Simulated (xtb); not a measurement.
HBe (SMILES [BeH]), doublet, from a rough starting geometry (GFN-xTB shapes and energies of metal compounds can be far from the true ones) (the spin is typed, not shown lowest); GFN2-xTB (xtb).

xtb was given this input:
```
$ xtb mol.xyz --gfn 2 --uhf 1 --opt vtight --json

# file mol.xyz
2

Be     0.46574138     0.05215433    -0.46769611
H     -0.48360354    -0.09861867     0.43679698
```

### Question
What does xtb print? Leave out banner, timings and long lists.

### Answer

```
   ID    Z sym.   atoms
    1    4 Be     1
    2    1 H      2

           -------------------------------------------------
          |                Calculation Setup                |
           -------------------------------------------------

           -------------------------------------------------
          |                 G F N 2 - x T B                 |
           -------------------------------------------------

          ...................................................
          :                      SETUP                      :
          :.................................................:
          :  # basis functions                   5          :
          :  # atomic orbitals                   5          :
          :  # shells                            3          :
          :  # electrons                         3          :
          :  max. iterations                   250          :
          :  Hamiltonian                  GFN2-xTB          :
          :  restarted?                      false          :
          :  GBSA solvation                  false          :
          :  PC potential                    false          :
          :  electronic temp.          300.0000000     K    :
          :  accuracy                    1.0000000          :
          :  -> integral cutoff          0.2500000E+02      :
          :  -> integral neglect         0.1000000E-07      :
          :  -> SCF convergence          0.1000000E-05 Eh   :
          :  -> wf. convergence          0.1000000E-03 e    :
          :  Broyden damping             0.4000000          :
          :  net charge                          0          :
          :  unpaired electrons                  1          :
          ...................................................

 iter      E             dE          RMSdq      gap      omega  full diag
   1     -1.0970723 -0.109707E+01  0.214E+01    1.89       0.0  T
   2     -1.1047953 -0.772304E-02  0.118E+01    2.23       1.0  T
   3     -1.1050176 -0.222245E-03  0.326E+00    2.27       1.0  T
   4     -1.1053116 -0.294034E-03  0.183E-01    2.40       1.0  T
   5     -1.1053340 -0.223501E-04  0.352E-02    2.41       2.0  T
   6     -1.1053340 -0.849539E-07  0.213E-02    2.41       3.3  T
   7     -1.1053340 -0.199896E-08  0.141E-03    2.41      50.3  T
   8     -1.1053340 -0.103371E-08  0.684E-04    2.41     103.4  T
   9     -1.1053340 -0.250483E-09  0.206E-06    2.41   34265.9  T

   *** convergence criteria satisfied after 9 iterations ***

         :::::::::::::::::::::::::::::::::::::::::::::::::::::
         ::                     SUMMARY                     ::
         :::::::::::::::::::::::::::::::::::::::::::::::::::::
         :: total energy              -1.098957178840 Eh    ::
         :: gradient norm              0.002459684464 Eh/a0 ::
         :: HOMO-LUMO gap              2.409795868276 eV    ::
         ::.................................................::
         :: SCC energy                -1.105334038418 Eh    ::
         :: -> isotropic ES           -0.021533843367 Eh    ::
         :: -> anisotropic ES          0.002069980829 Eh    ::
         :: -> anisotropic XC         -0.006919565517 Eh    ::
         :: -> dispersion             -0.000463560437 Eh    ::
         :: repulsion energy           0.006376859578 Eh    ::
         :: add. restraining           0.000000000000 Eh    ::
         :: total charge               0.000000000000 e     ::
         :::::::::::::::::::::::::::::::::::::::::::::::::::::

      -----------------------------------------------------------
     |                   =====================                   |
     |                        A N C O P T                        |
     |                   =====================                   |
     |               Approximate Normal Coordinate               |
     |                Rational Function Optimizer                |
      -----------------------------------------------------------
      -----------------------------------------------------------
     |                   =====================                   |
     |                        A N C O P T                        |
     |                   =====================                   |
     |               Approximate Normal Coordinate               |
     |                Rational Function Optimizer                |
      -----------------------------------------------------------

          ...................................................
          :                      SETUP                      :
          :.................................................:
          :   optimization level         verytight          :
          :   max. optcycles                   200          :
          :   ANC micro-cycles                  20          :
          :   degrees of freedom                 1          :
          :.................................................:
          :   RF solver                   davidson          :
          :   write xtbopt.log                true          :
          :   linear (good luck)              true          :
          :   energy convergence         0.1000000E-06 Eh   :
          :   grad. convergence          0.2000000E-03 Eh/α :
          :   maxmium RF displ.          1.0000000          :
          :   Hlow (freq-cutoff)         0.1000000E-01      :
          :   Hmax (freq-cutoff)         5.0000000          :
          :   S6 in model hess.         20.0000000          :
          ...................................................

generating ANC from exact Hessian ...
Using Lindh-Hessian (1995)
 Shifting diagonal of input Hessian by    0.0000000000000000
 Lowest  eigenvalues of input Hessian
    0.000000    0.000000    0.000000    0.000000    0.000000    0.391459
 Highest eigenvalues
    0.000000    0.000000    0.000000    0.000000    0.000000    0.391459

........................................................................
[...]
 * total energy  :    -1.0989572 Eh     change       -0.1998401E-14 Eh
 * total energy  :    -1.0989680 Eh     change       -0.1080292E-04 Eh
 * total energy  :    -1.0989694 Eh     change       -0.1403785E-05 Eh
 * total energy  :    -1.0989699 Eh     change       -0.5593994E-06 Eh
 * total energy  :    -1.0989699 Eh     change       -0.3726242E-10 Eh
   *** GEOMETRY OPTIMIZATION CONVERGED AFTER 5 ITERATIONS ***
[...]
H           -0.48082912433779       -0.09817804303310        0.43415364169125

 Bond Distances (Angstroems)
 ---------------------------
Be1-H2=1.3122        H2-Be1=1.3122
 Be H  Rav=1.3122 sigma=0.0000  Rmin=1.3122  Rmax=1.3122     1

 selected bond angles (degree)
 --------------------

 selected dihedral angles (degree)
 ---------------------------------

           -------------------------------------------------
          |                Final Singlepoint                |
           -------------------------------------------------

          ...................................................
          :                      SETUP                      :
          :.................................................:
          :  # basis functions                   5          :
          :  # atomic orbitals                   5          :
          :  # shells                            3          :
          :  # electrons                         3          :
          :  max. iterations                   250          :
          :  Hamiltonian                  GFN2-xTB          :
          :  restarted?                      false          :
          :  GBSA solvation                  false          :
          :  PC potential                    false          :
          :  electronic temp.          300.0000000     K    :
          :  accuracy                    1.0000000          :
          :  -> integral cutoff          0.2500000E+02      :
          :  -> integral neglect         0.1000000E-07      :
          :  -> SCF convergence          0.1000000E-05 Eh   :
          :  -> wf. convergence          0.1000000E-03 e    :
          :  Broyden damping             0.4000000          :
          :  net charge                          0          :
          :  unpaired electrons                  1          :
          ...................................................

 iter      E             dE          RMSdq      gap      omega  full diag
   1     -1.1057114 -0.110571E+01  0.209E-06    2.41       0.0  T
   2     -1.1057114  0.000000E+00  0.124E-06    2.41   56820.9  T
   3     -1.1057114 -0.111022E-14  0.678E-08    2.41  100000.0  T

   *** convergence criteria satisfied after 3 iterations ***

         :::::::::::::::::::::::::::::::::::::::::::::::::::::
         ::                     SUMMARY                     ::
         :::::::::::::::::::::::::::::::::::::::::::::::::::::
         :: total energy              -1.098969944979 Eh    ::
         :: gradient norm              0.000000018398 Eh/a0 ::
         :: HOMO-LUMO gap              2.408405959158 eV    ::
         ::.................................................::
         :: SCC energy                -1.105711401570 Eh    ::
         :: -> isotropic ES           -0.021610070892 Eh    ::
         :: -> anisotropic ES          0.002031023971 Eh    ::
         :: -> anisotropic XC         -0.006917773433 Eh    ::
         :: -> dispersion             -0.000463909543 Eh    ::
         :: repulsion energy           0.006741456592 Eh    ::
         :: add. restraining           0.000000000000 Eh    ::
         :: total charge              -0.000000000000 e     ::
         :::::::::::::::::::::::::::::::::::::::::::::::::::::

           -------------------------------------------------
          |                Property Printout                |
           -------------------------------------------------

    * Orbital Energies and Occupations

         #    Occupation            Energy/Eh            Energy/eV
      -------------------------------------------------------------
         1        2.0000           -0.3922001             -10.6723
         2        1.0000           -0.2329433              -6.3387 (HOMO)
         3                         -0.1444360              -3.9303 (LUMO)
         4                         -0.1444360              -3.9303
         5                          0.4637348              12.6189
      -------------------------------------------------------------
                  HL-Gap            0.0885073 Eh            2.4084 eV
             Fermi-level           -0.2506307 Eh           -6.8200 eV

     #   Z          covCN         q      C6AA      α(0)
     1   4 Be       0.882     0.354    68.125    24.752
     2   1 H        0.882    -0.354    34.836     9.239

 Mol. C6AA /au·bohr⁶  :        181.503230
 Mol. C8AA /au·bohr⁸  :       5279.220534
 Mol. α(0) /au        :         33.991490

Wiberg/Mayer (AO) data.
largest (>0.10) Wiberg bond orders for each atom

 ---------------------------------------------------------------------------
     #   Z sym  total        # sym  WBO       # sym  WBO       # sym  WBO
 ---------------------------------------------------------------------------
     1   4 Be   0.873 --     2 H    0.873
     2   1 H    0.873 --     1 Be   0.873
 ---------------------------------------------------------------------------

Topologies differ in total number of bonds
Writing topology from bond orders to xtbtopo.mol

molecular dipole:
                 x           y           z       tot (Debye)
 q only:        0.632       0.100      -0.602
   full:        0.359       0.057      -0.342       1.267
molecular quadrupole (traceless):
                xx          xy          yy          xz          yz          zz
 q only:       -0.035      -0.044      -0.016      -0.012       0.035       0.050
  q+dip:       -0.097      -0.059       0.125       0.200       0.053      -0.029
   full:       -0.899      -0.418       1.523       2.350       0.394      -0.623

optimized geometry written to: xtbopt.xyz

           -------------------------------------------------
          | TOTAL ENERGY               -1.098969944979 Eh   |
          | GRADIENT NORM               0.000000018398 Eh/α |
          | HOMO-LUMO GAP               2.408405959158 eV   |
           -------------------------------------------------

normal termination of xtb
```
